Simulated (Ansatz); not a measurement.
Consider the hydrogenolysis of the Si–C bond: `C[SiH](F)CS` + H₂ → `C[SiH2]F` + CH₃SH.

Program: Ansatz. Geometries: PBE0-D4/def2-TZVP. ΔE: electronic, gas phase. CCSD(T)/CBS adds triple-zeta CCSD(T) − MP2 to the extrapolated MP2 energy (def2 sets, frozen cores). This one scheme is used for every species. DFT in def2-TZVPP. B3LYP here is the variant with VWN-RPA as its local correlation; programs differ in this. One conformer a species, not always the lowest.

`C[SiH](F)CS`:

```xyz
12

C     1.653    0.360    0.259
Si    0.266   -0.632   -0.460
F     0.017   -0.165   -1.979
C    -1.345   -0.375    0.451
S    -1.907    1.348    0.354
H     2.550    0.276   -0.358
H     1.897   -0.002    1.262
H     1.375    1.413    0.333
H     0.593   -2.082   -0.512
H    -2.128   -1.055    0.108
H    -1.189   -0.574    1.515
H    -1.782    1.488   -0.975
```

H₂:

Cartesian coordinates in Å:
```
H 0.016 -0.127 0.351
H -0.016 0.127 -0.351
```

`C[SiH2]F`:

Z-matrix (Å, degrees):
```
C
Si 1 1.853
H 1 1.094 2 110.1
H 1 1.092 2 111.0 3 -119.6
H 1 1.092 2 111.1 3 119.7
F 2 1.604 1 109.4 3 179.8
H 2 1.485 1 111.5 3 61.3
H 2 1.485 1 111.5 3 -61.7
```

CH₃SH:

```xyz
6

C    -0.260    0.345   -0.235
S     0.732   -0.322    1.120
H     0.300    0.362   -1.169
H    -0.503    1.370    0.043
H    -1.189   -0.210   -0.361
H     0.920   -1.545    0.601
```

Q: Is it downhill or uphill in electronic energy at CCSD(T)/CBS, and by how much? (Estimate.)

A: Computed: Downhill: ΔE = -0.13 eV.

Q: What do these levels give: PBE-D4, PBE0-D4, ωB97X-V, ωB97M-V, B2PLYP, r2SCAN, B3LYP, HF/def2-TZVPP, CCSD/def2-TZVPP, HF/def2-QZVPP, HF/CBS(def2), MP2/CBS(def2)? (Best estimate.)

A: Ansatz gave: PBE-D4 -0.09, PBE0-D4 -0.13, ωB97X-V -0.16, ωB97M-V -0.12, B2PLYP -0.23, r2SCAN -0.13, B3LYP -0.31, HF/def2-TZVPP -0.48, CCSD/def2-TZVPP -0.22, HF/def2-QZVPP -0.48, HF/CBS(def2) -0.49, MP2/CBS(def2) -0.07 eV.

Largest T1 diagnostic among the species: 0.011.

The D4 term adds +0.16 eV with B3LYP and +0.09 eV with PBE0; it sums over pairs of atoms, weighted by their polarisabilities, and B3LYP, whose exchange is more repulsive, gets the larger term. In def2-TZVPP, CCSD(T) changes the Hartree–Fock value by +0.32 eV (the triples alone add +0.06 eV) and MP2 by +0.38 eV.
